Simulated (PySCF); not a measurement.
Isomers of C8H7F, one GFN2-xTB conformer each. Single-point energies are computed at PBE0/pcSseg-1 (PySCF, gas phase, no added dispersion term), electronic only.

Task: Rank them by PBE0/pcSseg-1 energy, lowest first (kcal/mol).
A. `FC1=C[C@H]2C=C[C@@H]1C=C2`
B. `[CH2:1]=[CH:2][C:3]1=[C:4]([F:5])[CH:6]=[CH:7][C:8]1=[CH2:9]` with C1–C2–C3–C4 180°

Result: B (0.0), A (5.4).

GFN2-xTB itself gives, in the same order: 17.1, 0.0. GFN2-xTB puts FC1=C[C@H]2C=C[C@@H]1C=C2 lowest instead.

Task: Which frontier levels, dipoles and rotational constants go with these structures?

Result: 
| SMILES | HOMO (eV, PBE0/pcSseg-1) | LUMO (eV) | dipole (D) | A, B, C (MHz) |
| --- | --- | --- | --- | --- |
| C=CC1=C(F)C=CC1=C | -6.07 | -2.30 | 2.07 | 2143, 1776, 971.3 |
| FC1=C[C@H]2C=C[C@@H]1C=C2 | -6.12 | -0.30 | 1.62 | 2881, 1705, 1676 |
